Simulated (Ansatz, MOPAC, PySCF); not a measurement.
Pair of molecules: H2S (SMILES S) (first 3 atoms) with AsH3 (SMILES [AsH3]); geometry from B3LYP-D3(BJ)/def2-TZVP.
(charge 0, multiplicity 1):
```xyz
7

S      0.592     0.254    -0.781
H     -0.371     1.069    -0.324
H     -0.251    -0.788    -0.863
As    -0.303    -0.311     2.844
H      0.252    -1.663     2.415
H     -0.326    -0.719     4.316
H      1.090     0.291     2.965
```

Interaction energies are E(AB) − E(A) − E(B) at the monomers' geometry in the complex; basis-set methods are counterpoise corrected. Rows marked so take none.

Frozen-core correlation. Filled d and f shells under p-block atoms count as core. Rows in 6-31G* carry no dispersion term and start afresh at each structure (6-31G* with six Cartesian d functions); the Pople sets are all-electron and without relativity. The state that AM1, PM3 reach isn't checked.

Run with Ansatz (Gaussian basis) for Hartree–Fock, density functionals and correlated methods; MOPAC for AM1, PM3 (differences of heats of formation); PySCF for 6-31G* rows, the dispersion terms. 

```tsv
level	interaction energy (kcal/mol)
AM1	-0.87
PM3	2.21
HF/6-31G* (no counterpoise)	0.39
revPBE-D4/def2-TZVPPD	-1.38
PBE0/def2-TZVPPD	-0.55
PBE0-D3(BJ)/def2-TZVPPD	-1.60
CAM-B3LYP/def2-TZVPPD	-0.19
wB97M-V/def2-TZVPPD	(withheld)
SCS-MP2/def2-TZVPPD	(withheld)
```

### Question
What belongs in the gaps?

### Answer

- wB97M-V/def2-TZVPPD, interaction energy (kcal/mol): -1.28
- SCS-MP2/def2-TZVPPD, interaction energy (kcal/mol): -0.68

Ansatz is a quantum-chemistry and plane-wave program.
